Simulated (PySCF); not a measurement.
C₅H₇F₃N (doublet state).
Z-matrix (Å and degrees, GFN2-xTB geometry), rows numbered from 1:
```
N 
C   1  1.3806
C   2  1.4629  1  121.13
F   3  1.4381  2  110.74  1    83.78
F   3  1.3690  2  109.73  1  -165.06
C   3  1.5023  2  115.03  1   -38.84
C   6  1.3268  3  123.52  2  -176.11
C   7  1.4918  6  125.24  3    -1.98
F   8  1.3730  7  110.17  6  -173.53
H   1  1.0082  2  115.36  3  -158.95
H   1  1.0105  2  116.02  3   -21.70
H   2  1.0728  1  119.33  3   174.28
H   6  1.0776  3  115.34  2     1.32
H   7  1.0809  6  120.06  3   178.14
H   8  1.0955  7  111.79  6   -54.53
H   8  1.0966  7  111.42  6    67.92
```

The hyperfine couplings belong to this conformer and change with its torsions.

Identity: `N[CH]C(F)(F)/C=C\CF` [radical].

Theory: PySCF, UKS B3LYP, pcH-1 on C F H N, non-relativistic, mean-field spin-orbit, GIAO. One conformer (not necessarily the lowest) at the GFN2-xTB geometry, without solvent, vibrations or thermal averaging. Couplings are sensitive to structure, and on GFN2-xTB geometries they can be far from those on DFT ones. The SCF solution wasn't tested for stability.

Problem. Give the principal g shifts and their parts.

Solution. 
| Δg (ppm) | 1 | 2 | 3 |
| --- | --- | --- | --- |
| relativistic mass correction | -200 | -200 | -200 |
| gauge correction | 12 | 62 | 48 |
| orbital Zeeman/spin–orbit | 49 | 125 | 1251 |
| total | -139 | -13 | 1098 |

So g = 2.00218, 2.00231, 2.00342 and g_iso = 2.00263; the tensor is close to axial: the two nearest values differ by 10 % of g3 − g1. 

Problem. At 34.032 GHz, how far is the centre of the isotropic spectrum from where a free electron (g = 2.002319) resonates?

Solution. B = hν/(g μB) with μB/h = 13.99624 MHz/mT gives 1214.35 mT for the free electron and 1214.16 mT at g_iso, 0.19 mT lower.

Problem. Average each term over the three axes. Which is largest in size?

Solution. The orbital-Zeeman/spin–orbit term 475, the mass correction -200 and the gauge correction 40 ppm, for a total of 315 ppm. The orbital-Zeeman/spin–orbit term is the largest in size. The mass correction is the same along every axis, so the anisotropy comes from the other two: their spans along these axes are 51 (gauge) and 1201 ppm (orbital Zeeman/spin–orbit).

Problem. What effective moment and Curie constant follow for a powder?

Solution. With the mean of g² = 4.0105 and S(S+1) = 0.75: μ_eff = √(⟨g²⟩S(S+1)) = 1.734 μB and χT = 0.12505·⟨g²⟩·S(S+1) = 0.376 cm³ K/mol (cgs; spin-Hamiltonian part alone).

Problem. In a frozen sample, at which fields do the three g values resonate at 9.5, 34, 94 and 263 GHz (hyperfine left aside), and which band first spreads them over more than twice a line width of 1.0 mT?

Solution. 
| band | GHz | B(g3) mT | B(g2) mT | B(g1) mT | spread mT |
| --- | --- | --- | --- | --- | --- |
| X | 9.5 | 338.80 | 338.99 | 339.01 | 0.21 |
| Q | 34.0 | 1212.54 | 1213.21 | 1213.29 | 0.75 |
| W | 94.0 | 3352.32 | 3354.18 | 3354.39 | 2.07 |
| J | 263.0 | 9379.35 | 9384.55 | 9385.15 | 5.80 |

The spread grows in proportion to the frequency. W band is the first where it exceeds 2.0 mT.

The Mulliken spin populations are largest on C2 (+0.77) and N1 (+0.20). The angles at C2 add up to 359.8°, so it is planar; its axial dipolar tensor and the negative coupling of its proton fit spin in a p orbital normal to that plane.

The HOMO–LUMO gaps are 4.01 eV among the α and 5.81 eV among the β orbitals.
